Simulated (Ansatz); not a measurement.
`[Cl][Ga@H-]1[F+][Ga@@H-]([Cl])[F+]1`, relaxed with RKS PBE0-D4/def2-TZVP in the Gaussian-basis code of Ansatz from a GFN2-xTB geometry. The force threshold is 0.005 eV/Å; the program also tests the step.

Total charge 0; spin multiplicity 1.

Start:

```xyz
8

Cl    0.181    0.256   -3.078
Ga   -0.441   -0.706   -1.371
F    -1.093    0.592    0.041
Ga    0.364    0.588    1.448
Cl    1.467    2.323    1.422
F     0.999   -0.742    0.055
H    -1.224   -1.934   -0.956
H    -0.254   -0.376    2.439
```

Question: How much energy does the relaxation release, and in how many steps? (Estimate.)

Answer: Ansatz gave: 0.46 eV, in 8 steps.

Question: Which bonds change most? (Best estimate.)

Answer: Ansatz gave: Ga4–F6 from 2.027 to 1.929 Å; Ga2–F6 from 2.027 to 1.929 Å; Ga2–F3 from 2.027 to 1.929 Å.

Question: Give the relaxed structure. (Estimate.)

Answer: The calculation gave: 
```xyz
8

Cl    0.311    0.462   -2.832
Ga   -0.445   -0.713   -1.236
F    -1.131    0.510    0.089
Ga    0.302    0.489    1.380
Cl    1.430    2.260    1.084
F     0.941   -0.807    0.102
H    -1.271   -2.011   -1.277
H    -0.137   -0.190    2.690
```
